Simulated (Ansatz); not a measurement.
Reaction (cleavage of the Zn–Ga bond): `[F][GaH][ZnH]` + `O[SiH2]F` → `F[SiH2][O][ZnH]` + `[F][GaH2]`

Gas-phase electronic energies from Ansatz, PBE0-D4/def2-TZVP geometries. CCSD(T)/CBS adds triple-zeta CCSD(T) − MP2 to the extrapolated MP2 energy (def2 sets, frozen cores). DFT in def2-TZVPP. For Ga, Zn outer-core shells are correlated without core-valence functions, which leaves a few kJ/mol of doubt a bond. Scalar relativity is left out up to krypton. One conformer a species, not always the lowest.

```
             level  ΔE (eV)
            revPBE    -0.18
SCS-MP2/def2-QZVPP    -0.49
```

Q: What does CCSD(T)/CBS give? (An estimate is asked.)

A: Ansatz gave: -0.38 eV. The listed levels differ from it by 0.20, -0.11 eV.

Largest T1 diagnostic among the species: 0.016.

From BLYP to BHLYP (50 % exact exchange), in def2-TZVPP and without D4, ΔE moves by −0.09 eV. Leaving LDA and LC-ωPBE aside and taking each functional with its dispersion term where it has one, the values, not all of them listed here, spread over 0.21 eV, from B97M-V to PBE-D4. LDA lies −0.08 eV from PBE without D4. At CCSD(T), def2-SVP lies −0.13 eV from the extrapolated value and def2-TZVPP −0.05 eV.
